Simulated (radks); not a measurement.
Results of a calculation; reference values are marked as such.
Valence configurations of Lu I (all share [Xe]). Code: a radial shooting solver on a logarithmic mesh with Libxc functionals. Model: scalar-relativistic Kohn-Sham, BLYP, spin-polarised, spherical densities, finite nucleus; open shells are filled with parallel spins first (spin-orbit coupling, left out, can overturn this in heavy ions); Fermi nuclear charge, rms radius 5.37 fm. Energies are relative to 4f14 5d1 6s2; eigenvalues in eV for spin up.

valence               E (eV)  moment (Bohr magnetons)    e(4f)   e(5d)   e(6p)   e(6s)
4f14 5d1 6s2           0.000                        1   -9.342  -1.776       -  -4.661
4f14 6s2 6p1           1.005                        1  -12.467       -  -2.129  -5.993
4f14 5d1.5 6s1.5       1.226                        2   -8.729  -1.613       -  -4.655
4f14 5d1 6s1 6p1       2.848                        3  -10.662  -2.987  -2.053  -5.773
4f13.5 5d1 6s2 6p0.5   5.092                        2  -14.622  -3.414  -1.779  -5.606
4f14 5d2 6p1           5.740                        3   -9.456  -2.424  -1.924       -
4f14 5d1 6p2           6.651                        3  -12.021  -3.951  -2.594       -
4f13 5d2 6s2          10.164                        3  -16.835  -3.007       -  -5.107
4f13 5d1 6s2 6p1      12.457                        3  -20.336  -5.257  -2.290  -6.563
4f12 5d3 6s2          25.895                        5  -24.916  -4.218       -  -5.413

NIST lists [Xe] 4f14 5d1 6s2 as the ground configuration; this level of theory agrees among the configurations tried. The energies are those of spherical high-spin densities, not of single terms.
